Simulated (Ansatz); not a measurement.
(NaNH2)2 ring (Na₂N₂H₄), relaxed as a singlet with RKS PBE0-D4/def2-SVP in Ansatz, starting from the GFN2-xTB geometry. Force threshold 0.02 eV/Å.

Start:

```
atom   x (Å)   y (Å)   z (Å)
 Na1  -1.068  -0.171   1.000
  N2   1.173  -0.513   1.168
 Na3   1.069   0.178  -0.998
  N4  -1.173   0.514  -1.167
  H5   1.508  -1.455   1.359
  H6   1.704   0.049   1.830
  H7  -1.699  -0.055  -1.828
  H8  -1.513   1.453  -1.364
```

Question: Estimate the energy that the relaxation releases and the steps that it takes.

Answer: 1.7 kJ/mol, in 4 steps; 4.8 s on 4 threads of AMD EPYC 7B13 on a shared host. No frequencies were taken in this run, so the end may be a saddle point.

Question: Does the start keep its bonding and symmetry?

Answer: By distances, no bond broke or formed. The bond that changes most is N2–Na3, from 2.28 to 2.26 Å (atoms count from 1). Point group C2h at the start, D2h at the end, both within 0.05 Å.

Question: Predict the relaxed structure.

Answer: 
Cartesian coordinates in Å:
```
Na -1.032 -0.167 0.965
N 1.194 -0.521 1.186
Na 1.032 0.169 -0.964
N -1.194 0.521 -1.186
H 1.536 -1.466 1.387
H 1.729 0.039 1.857
H -1.728 -0.041 -1.856
H -1.537 1.465 -1.389
```
Bond lengths (bridged metal pairs left out): 4 × N–Na 2.26 Å; 4 × H–N 1.02 Å.
